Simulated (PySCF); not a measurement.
Computed IR spectrum (relative IR intensity) of a molecule C₂H₈FNSi₂. Geometry optimised at r2SCAN-D4/def2-SVP. One conformer was computed; it need not be the lowest. Calculation: r2SCAN-D4/def2-SVP (PySCF). Frequencies are harmonic and unscaled.

| ν (cm⁻¹) | relative intensity |
|---|---|
| 194 | 4.3 |
| 424 | 3.4 |
| 492 | 2.9 |
| 544 | 3.7 |
| 625 | 18 |
| 633 | 2.4 |
| 674 | 14 |
| 705 | 44 |
| 748 | 51 |
| 788 | 36 |
| 817 | 2.8 |
| 867 | 8.0 |
| 888 | 57 |
| 921 | 33 |
| 961 | 5.0 |
| 1138 | 3.1 |
| 1208 | 2.0 |
| 1231 | 4.0 |
| 1410 | 2.6 |
| 1423 | 4.4 |
| 1466 | 2.1 |
| 2198 | 35 |
| 2213 | 100 |
| 3014 | 8.4 |
| 3032 | 8.6 |
| 3105 | 2.2 |
| 3112 | 2.0 |

Problem. Which molecule gave these data?
A) F[Si@@H]1CNC[SiH2]1
B) F[Si@H]1CN[C@@H]1[SiH3]
C) F[Si]1([SiH3])CNC1
D) N[C@@H]1[SiH2]C[Si@@H]1F

Solution. A, F[Si@@H]1CNC[SiH2]1
